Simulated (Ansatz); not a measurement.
The same path of ClH + H4OSn (8 atoms, charge 0, multiplicity 1) was run twice with different band settings. Lost on the way: Sn1–O2, Cl7–H8. Made: Sn1–Cl7, O2–H8.

Theory: RKS r2SCAN-D4/def2-SVP in Ansatz 0.2.0.

Relaxed end points:

```xyz
8
Properties=species:S:1:pos:R:3
Sn -0.112 0.110 -0.109
O 0.083 -0.104 1.907
H -0.761 -0.130 2.382
H 1.499 0.294 -0.610
H -1.046 1.537 -0.287
H -0.926 -1.263 -0.713
Cl 1.594 -2.549 1.601
H 0.910 -1.440 1.972
```

```xyz
8
Properties=species:S:1:pos:R:3
Sn 0.388 -0.166 -0.335
O -0.602 -0.330 2.413
H -1.185 -1.097 2.501
H 1.182 -0.193 -1.860
H 0.315 1.417 0.280
H -1.071 -1.044 -0.431
Cl 1.935 -1.425 0.998
H 0.280 -0.706 2.578
```

Common settings: movable images 5; climbing image yes; optimiser quadratic models (default); start path through a guess of the saddle point; force threshold 0.03 eV/Å; iteration limit 60; end points relaxed.

| run | spring |
| --- | --- |
| 1 | 5.0 eV/Å² |
| 2 | 20.0 eV/Å² |

Question: What does each run give, and how far can it be trusted?

Answer: Run 1: converged after 50 iterations, highest image 0.078 eV above the first end. The profile has 2 maxima (images 1, 4) with wells between them (image 3): this band takes more than one step, which may be the mechanism or a detour left from its start path. A vibrational analysis at the climbing image gives one clearly imaginary mode, 231i cm⁻¹: a first-order saddle point.
Run 2: converged after 47 iterations, highest image 0.078 eV above the first end. The profile has 2 maxima (images 1, 4) with wells between them (image 3): this band takes more than one step, which may be the mechanism or a detour left from its start path. Another band between the same ends (5 images) ends at a top of the same energy, where a vibrational analysis finds 1 clearly imaginary mode.
The orbitals stay closed-shell, which can raise the energy where a bond breaks towards radicals; this wasn't checked here.
